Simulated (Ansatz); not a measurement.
Ideal-gas functions of `[OH][W]([F])(=[S])=[S]` at 600 K and 1 bar, from an Ansatz frequency run at PBE0-D4/def2-TZVP.

Molar mass 283.98 g/mol, point group C1 (symmetry number 1), electronic degeneracy 1, moments of inertia 217.252, 277.599, 322.516 u Å². Harmonic wavenumbers (cm⁻¹, unscaled): 178, 184, 198, 205, 223, 339, 563, 570, 643, 697, 749, 3875.

Use S(trans) = R[1.5 ln M + 2.5 ln T − 1.1517]; rotational temperatures θ = 24.2544 K / I; S(rot) = R[ln(√π/σ · √(T³/θAθBθC)) + 1.5]; for each mode x = 1.438777 ν̃/T, S = R[x/(eˣ − 1) − ln(1 − e⁻ˣ)] and H = RT x/(eˣ − 1); 1 cm⁻¹ = 0.0119627 kJ/mol; R = 8.31446 J/(mol·K).

Task: By hand: the entropy, in J/(mol·K).

Result: Translation 193.8. Rotation: θ = 0.1116, 0.0874, 0.0752 K, giving 127.0. Vibration, mode by mode: 15.46, 15.18, 14.59, 14.30, 13.62, 10.26, 6.42, 6.33, 5.49, 4.95, 4.48, 0.01, in all 111.1. Electronic 0.0. Sum 431.9 J/(mol·K).

Task: By hand: H − E and G − E in kJ/mol, counted from the electronic energy.

Result: Zero-point energy ½ × 8424 × 0.0119627 = 50.4; thermal vibration 33.2; translation, rotation and pV give 4 RT = 20.0. H − E = 103.6 kJ/mol, and G − E = 103.6 − 600 × 431.9/1000 = -155.5 kJ/mol.

Vibration gives 26 % of the entropy. The sum counts one conformer and one mirror image; others add a mixing term.
